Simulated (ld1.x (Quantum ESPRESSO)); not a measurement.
# O (Z = 8): variants of one TM potential

Base potential:

```
Element                 : O (Z = 8)
Generator               : ld1.x (Quantum ESPRESSO) 7.5
Type                    : norm-conserving Troullier–Martins (Kleinman–Bylander form)
Functional              : PBEsol
Relativity              : non-relativistic
Frozen core             : [He]
Valence charge          : 6
Reference configuration : 2s2 2p3 (charge +1)
Partial waves           : 2p (bound): rc 1.60 bohr; 2s (bound): rc 0.85 bohr
Local potential         : the s channel
Core correction         : none
```

Cutoffs, loose and tight: the cutoffs (Ry, on a coarse ladder) from which the occupation-weighted sum of valence levels, in a spherical-Bessel basis at the reference potential, stays within 10 and 1 mRy of its value at 400 Ry. They do not see the model core or the augmentation charge, which bear on the density cutoff. Test errors are all-electron minus pseudo excitation energies from the reference, over the configurations 2s2 2p4; 2s2 2p2; 2s2 2p1; 2s2 2p4.3; 2s1 2p4; 2s2 2p3.5; 2s2 2p0. A dash means not determined; rows that change the core or the reference have their own tests.

```tsv
change	outcome	cutoff, loose	cutoff, tight	bound ghosts	largest test error (meV)
base	generated	80 Ry	180 Ry	none	+2270
wave 2s (bound): rc 0.85 bohr becomes 2s (bound): rc 0.54 bohr	generated	260 Ry	over 300 Ry	none	+2346
wave 2s (bound): rc 0.85 bohr becomes 2s (bound): rc 0.76 bohr	generated	90 Ry	200 Ry	none	+2249
wave 2s (bound): rc 0.85 bohr becomes 2s (bound): rc 0.84 bohr	generated	90 Ry	180 Ry	none	+2263
wave 2s (bound): rc 0.85 bohr becomes 2s (bound): rc 0.94 bohr	generated	70 Ry	160 Ry	none	+2312
wave 2s (bound): rc 0.85 bohr becomes 2s (bound): rc 1.08 bohr	generated	60 Ry	140 Ry	none	+2393
wave 2s (bound): rc 0.85 bohr becomes 2s (bound): rc 1.16 bohr	generated	55 Ry	110 Ry	none	+2458
wave 2s (bound): rc 0.85 bohr becomes 2s (bound): rc 1.30 bohr	generated	55 Ry	90 Ry	none	+2599
```

Question: What comes out with this change to the base: wave 2s (bound): rc 0.85 bohr becomes 2s (bound): rc 0.68 bohr?

Answer: outcome: generated; cutoff, loose: 120 Ry; cutoff, tight: 200 Ry; bound ghosts: none; largest test error (meV): +2257.

Reading the sweep of the s radius (base included, trends over the rows without a ghost): The loose cutoff falls from 260 Ry at 0.54 to 55 Ry at 1.3 bohr. A larger radius leaves more room for a smooth pseudo-wave, so fewer plane waves are needed; a smaller one forces it to follow the all-electron wave where it bends sharply. The median size of the test errors (rows with all tests solved) rises from 35.6 meV at 0.54 to 48.2 meV at 1.3 bohr, with one reversal. More of the atom is replaced by a form fitted at one configuration, so other configurations suffer as the radius grows.
